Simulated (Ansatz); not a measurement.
Basis-set extrapolation for `B[SiH](O)OC` (PBE0-D4/def2-TZVP geometry, frozen core, Ansatz 0.2.0). Multiplicity 1, RHF reference.

```tsv
	def2-TZVPP	def2-QZVPP
HF	-505.445161	-505.465203
MP2 correlation	-0.868589	-0.934638
CCSD(T) correlation	-0.945850	not run
```

Energies in hartree. Use E(X) = E(∞) + A·exp(−7.88·√X) for Hartree–Fock and E(X) = E(∞) + B·X^(−2.97) for correlation, with X = 3 and 4, and add CCSD(T) minus MP2 of the smaller set to the MP2 limit.

Q: What is the CCSD(T) energy at the basis-set limit?

A: HF limit: -505.465203 + (-0.020042) × 0.13774 = -505.46796. MP2 limit: -0.934638 + (-0.066049) × 0.74074 = -0.98356. Higher-order term: -0.945850 − (-0.868589) = -0.07726. Total: -506.52878 hartree, 3.75 eV below CCSD(T)/def2-TZVPP.
